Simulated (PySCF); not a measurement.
Be(SMe)(OSiH3) (CH6BeOSSi), SMILES C[S][Be][O][SiH3].

Geometry: PBE0-D3(BJ)/def2-SVP. The structure was generated by enumeration; whether it is a known compound was not checked. The values are those of a single conformer.

Calculation: PBE0-D3(BJ)/def2-SVP in PySCF.

Frequencies are harmonic and unscaled.

A small imaginary wavenumber (i) marks a very flat motion, where grid noise or a shallow saddle decides the sign.

Computed vibrational spectrum:
```json
[
 {"mode": "1", "ν (cm⁻¹)": "17i", "IR (km/mol)": "0.4", "moving atoms (share of kinetic energy)": "H 90 %"},
 {"mode": "2", "ν (cm⁻¹)": "49", "IR (km/mol)": "0.0", "moving atoms (share of kinetic energy)": "O 49 %, H 22 %, Si 12 %, Be 10 %"},
 {"mode": "3", "ν (cm⁻¹)": "53", "IR (km/mol)": "0.6", "moving atoms (share of kinetic energy)": "O 31 %, C 20 %, H 20 %, Si 17 %, Be 11 %"},
 {"mode": "4", "ν (cm⁻¹)": "75", "IR (km/mol)": "0.0", "moving atoms (share of kinetic energy)": "H 89 %"},
 {"mode": "5", "ν (cm⁻¹)": "126", "IR (km/mol)": "4.2", "moving atoms (share of kinetic energy)": "O 37 %, C 31 %, H 18 %, S 11 %"},
 {"mode": "6", "ν (cm⁻¹)": "317", "IR (km/mol)": "42.6", "moving atoms (share of kinetic energy)": "Be 79 %, O 16 %"},
 {"mode": "7", "ν (cm⁻¹)": "353", "IR (km/mol)": "21.0", "moving atoms (share of kinetic energy)": "S 37 %, Si 25 %, Be 23 %"},
 {"mode": "8", "ν (cm⁻¹)": "402", "IR (km/mol)": "29.0", "moving atoms (share of kinetic energy)": "Be 57 %, S 24 %"},
 {"mode": "9", "ν (cm⁻¹)": "721", "IR (km/mol)": "6.0", "moving atoms (share of kinetic energy)": "C 60 %, S 30 %, H 9 %"},
 {"mode": "10", "ν (cm⁻¹)": "735", "IR (km/mol)": "64.1", "moving atoms (share of kinetic energy)": "H 84 %, Si 9 %"},
 {"mode": "11", "ν (cm⁻¹)": "736", "IR (km/mol)": "66.5", "moving atoms (share of kinetic energy)": "H 84 %, Si 9 %"},
 {"mode": "12", "ν (cm⁻¹)": "897", "IR (km/mol)": "8.9", "moving atoms (share of kinetic energy)": "O 38 %, Be 28 %, Si 20 %, H 9 %"},
 {"mode": "13", "ν (cm⁻¹)": "952", "IR (km/mol)": "75.7", "moving atoms (share of kinetic energy)": "H 96 %"},
 {"mode": "14", "ν (cm⁻¹)": "954", "IR (km/mol)": "82.2", "moving atoms (share of kinetic energy)": "H 96 %"},
 {"mode": "15", "ν (cm⁻¹)": "957", "IR (km/mol)": "13.7", "moving atoms (share of kinetic energy)": "H 85 %, C 14 %"},
 {"mode": "16", "ν (cm⁻¹)": "974", "IR (km/mol)": "26.0", "moving atoms (share of kinetic energy)": "H 82 %, C 15 %"},
 {"mode": "17", "ν (cm⁻¹)": "992", "IR (km/mol)": "473.3", "moving atoms (share of kinetic energy)": "H 85 %, Si 13 %"},
 {"mode": "18", "ν (cm⁻¹)": "1335", "IR (km/mol)": "37.6", "moving atoms (share of kinetic energy)": "H 86 %, C 13 %"},
 {"mode": "19", "ν (cm⁻¹)": "1454", "IR (km/mol)": "10.0", "moving atoms (share of kinetic energy)": "H 96 %"},
 {"mode": "20", "ν (cm⁻¹)": "1458", "IR (km/mol)": "7.7", "moving atoms (share of kinetic energy)": "H 95 %"},
 {"mode": "21", "ν (cm⁻¹)": "1460", "IR (km/mol)": "893.3", "moving atoms (share of kinetic energy)": "Be 61 %, O 36 %"},
 {"mode": "22", "ν (cm⁻¹)": "2235", "IR (km/mol)": "155.4", "moving atoms (share of kinetic energy)": "H 96 %"},
 {"mode": "23", "ν (cm⁻¹)": "2237", "IR (km/mol)": "133.5", "moving atoms (share of kinetic energy)": "H 96 %"},
 {"mode": "24", "ν (cm⁻¹)": "2241", "IR (km/mol)": "99.9", "moving atoms (share of kinetic energy)": "H 98 %"},
 {"mode": "25", "ν (cm⁻¹)": "3073", "IR (km/mol)": "22.0", "moving atoms (share of kinetic energy)": "H 98 %"},
 {"mode": "26", "ν (cm⁻¹)": "3186", "IR (km/mol)": "2.3", "moving atoms (share of kinetic energy)": "H 90 %, C 10 %"},
 {"mode": "27", "ν (cm⁻¹)": "3188", "IR (km/mol)": "1.1", "moving atoms (share of kinetic energy)": "H 90 %, C 10 %"}
]
```
